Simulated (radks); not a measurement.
The numbers below are computed, except where a source is named.
Spherical quantum dot in the effective-mass picture: electrons in a parabolic well V = omega^2 r^2 / 2 with omega = 0.0959, with a point charge +2 (a donor) at the centre, all in effective atomic units (hartree* = m*/eps^2 hartree, bohr* = eps/m* bohr), one dielectric constant everywhere. Level of theory: non-relativistic Kohn-Sham, PBE, spin-polarised, spherical densities (a radial shooting solver with Libxc functionals). Levels are named by radial order and angular momentum (1s, 1p, 1d, 2s, ...), and open shells are averaged over m. Results are scaled to m* = 0.169 and eps = 8.7, for which hartree* = 60.76 meV and bohr* = 2.724 nm.

N = 15, configuration 1s2 1p6 1d(up 5, down 0) 2s2. This is the lowest configuration that the search found (a dilute case). Occupied levels:

level    occupation  eigenvalue (meV)  <r> (nm)
1s down           1            68.207     2.586
1s up             1            68.287     2.583
2s up             1            97.718     21.74
2s down           1            98.440     19.54
1p up             3            98.838     22.96
1p down           3            99.804     21.15
1d up             5            100.79     24.85

Energy (meV): total 598.151, kinetic 218.70, external -340.70, Hartree 880.87, exchange-correlation -160.71.
